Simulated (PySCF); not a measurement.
B(F)(OH)(NH2), H3BFNO, SMILES NB(O)F, singlet, PBE0/def2-SVP optimised geometry. Atoms within 1.6 Å of the plane z = 0.0 Å (x, y, z in Å): B1 (-0.14, 0.00, 0.00), F2 (-0.81, -1.17, 0.00), O3 (-0.85, 1.17, 0.00), H4 (-1.80, 1.01, 0.00), N5 (1.26, 0.00, 0.00), H6 (1.80, 0.86, 0.00), H7 (1.80, -0.85, 0.00).

Level of theory: PySCF with PBE0/def2-TZVP. Cells within 0.4 Å of a nucleus heavier than hydrogen are left out (blank, or x).

Map of the electrostatic potential (hartree/e), clipped to [-0.08, 0.12] on the plane z = 0.0 Å:

```
|33333332222222222233333333333|
|33333332222222222233333333333|
|33333332222111222233333333333|
|33333332221111122233333333333|
|33333332211000112233334443333|
|33344333210000012233444444433|
|34444444321000012334455444443|
|44445566556641112345666554444|
|44456799999999323457998655444|
|4456799999xxx9854579999865444|
|4456899999xxx9997899999965444|
|44568999999x99999999999965444|
|44567999999999999999999965444|
|4445679999999xx999xx999755444|
|3444566779999xx999xx999655444|
|3344444458999xx999xx999755444|
|33333333499999999999999965444|
|33333222499xx9999999999975444|
|3333221149xxx9987899999975444|
|33322211399xx9954589999865444|
|33222211279999433457998655444|
|32222211124752123345666554444|
|22222211111111122344555444443|
|22222221111111122334444444433|
|22222221111111222333344444333|
|22222222211112222333333333333|
|22222222222222222333333333333|
|22222222222222222333333333333|
|22222222222222222333333333333|
```
Scale: ten equal steps from -0.058 (start of '0') to 0.120 (end of '9'), in the order '0123456789'; x runs from -4.00 to 4.00, y from -4.00 (bottom) to 4.00 (top).
